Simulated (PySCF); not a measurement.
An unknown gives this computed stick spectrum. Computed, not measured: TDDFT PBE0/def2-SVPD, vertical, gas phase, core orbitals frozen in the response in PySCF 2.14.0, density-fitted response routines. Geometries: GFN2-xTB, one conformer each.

| state | E (eV) | λ (nm) | f |
| --- | --- | --- | --- |
| S1 | 5.44 | 227.7 | 0.0003 |
| S2 | 5.47 | 226.7 | 0.380 |
| S3 | 5.67 | 218.8 | 0.0001 |
| S4 | 6.89 | 179.9 | 0.149 |
| S5 | 7.10 | 174.7 | 0.0005 |
| S6 | 7.24 | 171.1 | 0.0005 |

Triplets computed (Tamm–Dancoff): 3.18, 4.99 eV.

Question: Which structure fits?
A. `FC(F)(F)[C@H]1CCO[SiH2]1`
B. `CC[C@H]1CCC[SiH2]1`
C. `[C@H]([C@H]1[C@@H](O1)F)(C=O)F`
D. `C#C/C(F)=C(\F)CF`

Answer: D. Its S1 lies at 5.44 eV; the nearest of the others has S1 at 4.19 eV. S1 is HOMO→LUMO+1 (89%). Löwdin shares by element: HOMO carbon 75% or more (atoms not listed hold the other 25%); LUMO carbon 74% or more (atoms not listed hold the other 26%). At the same level the other candidates give, for their lowest levels:
- `CC[C@H]1CCC[SiH2]1`: 7.17 eV (f 0.005); 7.32 eV (f 0.033); 7.83 eV (f 0.036); 7.85 eV (f 0.056); 7.96 eV (f 0.005); T1 6.73 eV; HOMO -7.71, LUMO 0.60 eV
- `O=C[C@@H](F)[C@@H]1O[C@H]1F`: 4.19 eV (f 0.000); 6.12 eV (f 0.008); 6.51 eV (f 0.009); 7.83 eV (f 0.024); 7.89 eV (f 0.030); T1 3.55 eV; HOMO -8.40, LUMO -1.88 eV
- `FC(F)(F)[C@H]1CCO[SiH2]1`: 6.94 eV (f 0.002); 7.51 eV (f 0.028); 7.79 eV (f 0.024); 8.25 eV (f 0.005); 8.27 eV (f 0.005); T1 6.64 eV; HOMO -8.34, LUMO 0.04 eV

The values belong to the conformer `[CH:1]#[C:2]/[C:3]([F:4])=[C:5](\[F:6])[CH2:7][F:8]`: C3–C5–C7–F8 93°.

Without π bonds the low states may be Rydberg-like; a valence basis with one diffuse set may place them up to an eV too high.
